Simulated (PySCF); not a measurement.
# How methods differ on the excitation energy of Tc

Tc [Kr] 4d5 5s2 (6S) → Tc [Kr] 4d6 5s1 (6D), as a difference of total energies. Calculation: PySCF 2.14, in ANO-RCC-VTZP (7s6p4d2f1g, 68 functions); the spin-free X2C one-electron Hamiltonian (Gaussian nucleus). Correlated levels: valence and next inner shell: [Ar] 3d10 frozen. The calculations carry no spin-orbit coupling.

| method | excitation energy (cm⁻¹) |
| --- | --- |
| UHF | 5772.6 |
| MP2 (valence and next inner shell) | 3502.7 |
| SCS-MP2 (valence and next inner shell) | 4193.9 |
| CCSD (valence and next inner shell) | 4407.6 |
| CCSD(T) (valence and next inner shell) | 4556.9 |

Errors of the correlated levels include the incompleteness of this basis and the frozen core.

**Question.** Which method comes closest to the reference value, and which is furthest?

**Answer.** The reference is 3276.9 cm⁻¹ (measured; NIST levels, between the centres of gravity of the two terms). Closest: MP2 (valence and next inner shell) (error 225.86 cm⁻¹); furthest: UHF (error 2495.8 cm⁻¹).
